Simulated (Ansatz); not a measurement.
Reactions of `[SiH3][SiH2][N]1[CH2][AlH]1`.

Program: Ansatz. Geometries: PBE0-D4/def2-TZVP. ΔE: electronic, gas phase. CCSD(T)/CBS adds triple-zeta CCSD(T) − MP2 to the extrapolated MP2 energy (def2 sets, frozen cores). This one scheme is used for every species. Each species was taken in one conformer, which may not be the lowest.

(1) Order these by ΔE at CCSD(T)/CBS, lowest first. (Best estimate.)
A. `[SiH3][SiH2][N]1[CH2][AlH]1` + `NC(O)(F)F` → `OC(F)(F)N[SiH3]` + `[SiH3][N]1[CH2][AlH]1`
B. `[SiH3][SiH2][N]1[CH2][AlH]1` + `NCF` → `FCN[SiH2][SiH3]` + `[CH2]1[NH][AlH]1`
C. `[SiH3][SiH2][N]1[CH2][AlH]1` + `NCBCl` → `[SiH3]NCBCl` + `[SiH3][N]1[CH2][AlH]1`
D. `[SiH3][SiH2][N]1[CH2][AlH]1` + `BN([SiH3])C=C` → `BN(C=C)[SiH2][SiH3]` + `[SiH3][N]1[CH2][AlH]1`
E. `[SiH3][SiH2][N]1[CH2][AlH]1` + HCl → `[SiH3][SiH2]Cl` + `[CH2]1[NH][AlH]1`
F. `[SiH3][SiH2][N]1[CH2][AlH]1` + `C[O][AlH2]` → `C[O][AlH][SiH2][SiH3]` + `[CH2]1[NH][AlH]1`
G. `[SiH3][SiH2][N]1[CH2][AlH]1` + `[NH2][AlH2]` → `[AlH2][NH][SiH2][SiH3]` + `[CH2]1[NH][AlH]1`

Largest T1 diagnostic: 0.015, for `[CH2]1[NH][AlH]1`.

Results:

(1) A (-47.9 kJ/mol), C (-37.1 kJ/mol), E (-22.4 kJ/mol), D (+0.8 kJ/mol), G (+20.4 kJ/mol), B (+32.3 kJ/mol), F (+50.1 kJ/mol).
